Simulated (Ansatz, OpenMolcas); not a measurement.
**BGeH3Cl2 (SMILES Cl[B](Cl)[GeH3]): the vertical energy of the triplet above the singlet, rung by rung**

BGeH3Cl2 has 7 atoms, charge 0, and is taken as a singlet. As SMILES, `Cl[B](Cl)[GeH3]`. The coordinates come from a PBE0-D4/def2-TZVP relaxation.

Each level gives the vertical energy of the triplet above the singlet (eV). The values are calculated.

```tsv
level	kind	program	value (eV)	CPU time (all runs)
revPBE/cc-pVDZ	GGA	OpenMolcas	3.85	1.8 min
B3LYP/cc-pVDZ	global hybrid	Ansatz	4.10	40 s
BHLYP/cc-pVDZ	global hybrid	Ansatz	4.32	44 s
CAM-B3LYP/cc-pVDZ	range-separated hybrid	Ansatz	4.24	45 s
HSE06/cc-pVDZ	range-separated hybrid	Ansatz	4.04	38 s
B2PLYP/cc-pVDZ	double hybrid	Ansatz	4.29	48 s
PBE-QIDH/cc-pVDZ	double hybrid	Ansatz	4.32	45 s
CCSD/cc-pVDZ	coupled cluster or CI	Ansatz	4.42	1.8 min
```

All-electron rows without a relativistic Hamiltonian named are non-relativistic. The values span 3.85 to 4.42 eV. In the correlated wave-function rows the outer d shell of Ge is correlated, in sets not made for it. CPU times are rough (shared hosts, several kinds of processor and program).
